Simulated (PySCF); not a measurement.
Some computed properties have been withheld. Give your best values.

Compound: C6H8FP3.
SMILES: `CCc1pc(C)pc(F)p1`

Conformer (atom-mapped SMILES and torsion angles): `[CH3:1][CH2:2][c:3]1[p:4][c:5]([CH3:6])[p:7][c:8]([F:9])[p:10]1`: C1–C2–C3–P4 89°.

| property | level | value |
| --- | --- | --- |
| point group | PBE0-D3(BJ)/def2-SVP | C1 |
| rotational constants A, B, C | PBE0-D3(BJ)/def2-SVP | 1.072, 0.763, 0.468 GHz |
| dipole moment | CAM-B3LYP/def2-SVPD | 2.23 D |
| HOMO energy | CAM-B3LYP/def2-SVPD | -8.26 eV |
| LUMO energy | CAM-B3LYP/def2-SVPD | ? |
| lowest singlet excitation | TDDFT CAM-B3LYP/def2-SVPD | ? |
| strongest line among the 10 lowest singlet transitions | TDDFT CAM-B3LYP/def2-SVPD | ? |
| lowest triplet excitation (Tamm–Dancoff) | TDA CAM-B3LYP/def2-SVPD | ? |
| static isotropic polarisability | CAM-B3LYP/def2-SVPD | 150.4 au |
| vertical ionisation energy | ΔSCF CAM-B3LYP/def2-SVPD | 8.80 eV |
| vertical electron affinity | ΔSCF CAM-B3LYP/def2-SVPD | ? |
| electronic spatial extent ⟨r²⟩ about the centre of nuclear charge | CAM-B3LYP/def2-SVPD | 2332 bohr² |
| 13C chemical shifts (computed TMS as zero) by class | GIAO B3LYP/pcSseg-1 | 257.4 (1 C), 227.9 (1 C), 218.5 (1 C), 40.3 (1 C), 30.6 (1 C), 29.4 (1 C) ppm |
| 1H chemical shifts (computed TMS as zero) by class | GIAO B3LYP/pcSseg-1 | 3.42 (2 H), 3.31 (3 H), 1.37 (3 H) ppm |
| isotropic shieldings of nuclei other than C and H, by class | GIAO B3LYP/pcSseg-1 | 217 (1 F), 36 (1 P), 79 (1 P), 81 (1 P) ppm |

The electronic properties come from PySCF, for the isolated species, density fitting. The structure is a single PBE0-D3(BJ)/def2-SVP conformer in the gas phase; no vibrational or solvent corrections. NMR classes are plain means over equivalent atoms (diastereotopic ones count apart unless rotation or inversion swaps them), as if these changed places fast; in this geometry the members of some classes differ.

Question: The LUMO energy?

Answer: -1.51 eV.

Question: Give the strongest line among the 10 lowest singlet transitions.

Answer: S8 at 4.71 eV (263 nm, f = 0.340).

Question: The vertical electron affinity?

Answer: 1.00 eV.

Question: What is the lowest triplet excitation (Tamm–Dancoff)?

Answer: 2.43 eV.

Question: What is the lowest singlet excitation?

Answer: 3.58 eV (346 nm, f = 0.005).

The 10 singlets span 3.58 to 6.30 eV, and their oscillator strengths add up to 0.67. No computed singlet falls in the visible range (750 to 380 nm, 1.65 to 3.26 eV); S1 lies 0.32 eV above its blue end. From the two ΔSCF values, the fundamental gap I − A is 7.80 eV and the Mulliken electronegativity (I + A)/2 is 4.90 eV.
